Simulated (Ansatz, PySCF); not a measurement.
Molecule: SnF₂, net charge 1, doublet state. 
Structure (B3LYP-D3(BJ)/def2-TZVP (Ansatz, a first-principles code) minimum search):
```
Sn
F 1 1.8935
F 1 1.8935 2 117.82
```
Charge +1, spin multiplicity 2.

Total electronic energies in hartree. Correlated levels leave the core frozen unless marked. Open shells are spin-unrestricted. No spin-orbit coupling. Frozen are the shells of the preceding noble gas and the d and f shells that filled before the atom's block. Past Kr the def2 sets carry scalar-relativistic core potentials. Basis-set limits of correlation are two-point, X^-3; Hartree-Fock from the larger set.

```json
[
 {"level": "SVWN5/def2-TZVPD", "program": "Ansatz", "energy (Eh)": "-412.17926"},
 {"level": "BLYP/def2-TZVPD", "program": "Ansatz", "energy (Eh)": "[?]"},
 {"level": "revPBE-D4/def2-TZVPD", "program": "Ansatz + dftd4", "energy (Eh)": "-413.76599"},
 {"level": "M06-L-D4/def2-TZVPD", "program": "PySCF + dftd4", "energy (Eh)": "-413.90487"},
 {"level": "B3LYP-D4/def2-TZVPD", "program": "Ansatz + dftd4", "energy (Eh)": "-413.84368"},
 {"level": "PW6B95/def2-TZVPD", "program": "PySCF", "energy (Eh)": "-414.10375"},
 {"level": "HSE06-D3(BJ)/def2-TZVPD", "program": "Ansatz + dftd3", "energy (Eh)": "[?]"},
 {"level": "B2PLYP-D3(BJ)/def2-TZVPD", "program": "Ansatz + dftd3", "energy (Eh)": "-413.39818"},
 {"level": "B2PLYP-D4/def2-TZVPD", "program": "Ansatz + dftd4", "energy (Eh)": "-413.39793"},
 {"level": "RPA@PBE/def2-QZVPP", "program": "Ansatz", "energy (Eh)": "-412.95435"},
 {"level": "MP2/CBS(def2-TZVPP,def2-QZVPP)", "program": "Ansatz", "energy (Eh)": "-412.7117"},
 {"level": "RI-MP2/def2-QZVPP", "program": "Ansatz", "energy (Eh)": "-412.67233"},
 {"level": "SCS-MP2/def2-TZVPPD", "program": "Ansatz", "energy (Eh)": "-412.59350"},
 {"level": "CCSD/def2-SVPD", "program": "Ansatz", "energy (Eh)": "-412.23413"},
 {"level": "CCSD(T)/CBS(def2-TZVPP,def2-QZVPP)", "program": "Ansatz", "energy (Eh)": "-412.7260"}
]
```

Question: What belongs in the gaps?

Answer: 
- BLYP/def2-TZVPD, energy (Eh): -413.72682
- HSE06-D3(BJ)/def2-TZVPD, energy (Eh): -413.57591
